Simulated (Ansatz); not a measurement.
**Ligand exchange: KH + GaH2(NH2) → KNH2 + GaH3**

Species: KH, singlet; GaH2(NH2), singlet; KNH2 `[NH2][K]`, singlet; GaH3 `[GaH3]`, singlet. The partners trade H for NH2: K–H and Ga–NH2 bonds give way to K–NH2 and Ga–H.

Shapes, held fixed at every level: PBE0-D4/def2-TZVP. Programs: Ansatz 0.2.0. The zero-point and thermal change to 298 K, harmonic and unscaled (PBE0-D4/def2-TZVP), is -0.3 kJ/mol.

```json
{"level": "PBE-D4/def2-TZVPP", "kind": "GGA", "ΔH(298 K) (kJ/mol)": "+32.2", "less CCSD(T)/def2-TZVPP": "+3.4"}
{"level": "r2SCAN-D4/def2-TZVPP", "kind": "meta-GGA", "ΔH(298 K) (kJ/mol)": "+26.9", "less CCSD(T)/def2-TZVPP": "-1.9"}
{"level": "B3LYP-D4/def2-TZVPP", "kind": "global hybrid", "ΔH(298 K) (kJ/mol)": "+30.8", "less CCSD(T)/def2-TZVPP": "+2.0"}
{"level": "BHLYP-D4/def2-TZVPP", "kind": "global hybrid", "ΔH(298 K) (kJ/mol)": "+32.0", "less CCSD(T)/def2-TZVPP": "+3.2"}
{"level": "r2SCAN0-D4/def2-TZVPP", "kind": "global hybrid", "ΔH(298 K) (kJ/mol)": "+28.2", "less CCSD(T)/def2-TZVPP": "-0.6"}
{"level": "MP2/def2-SVP", "kind": "perturbation theory", "ΔH(298 K) (kJ/mol)": "+45.1", "less CCSD(T)/def2-TZVPP": "+16.3"}
{"level": "CCSD(T)/def2-SVP", "kind": "coupled cluster or CI", "ΔH(298 K) (kJ/mol)": "+48.7", "less CCSD(T)/def2-TZVPP": "+19.9"}
{"level": "CCSD(T)/def2-TZVPP", "kind": "coupled cluster or CI", "ΔH(298 K) (kJ/mol)": "+28.8", "less CCSD(T)/def2-TZVPP": "0.0"}
```

The highest level, CCSD(T)/def2-TZVPP, gives ΔH(298 K) = +28.8 kJ/mol; the levels span +26.9 to +48.7. The column of differences is taken from that level and isn't an error. No measured value is set beside it here. Relativity is left out for Ga. Outer-core shells of Ga, K are correlated in most correlated rows, in sets that cover them unevenly.
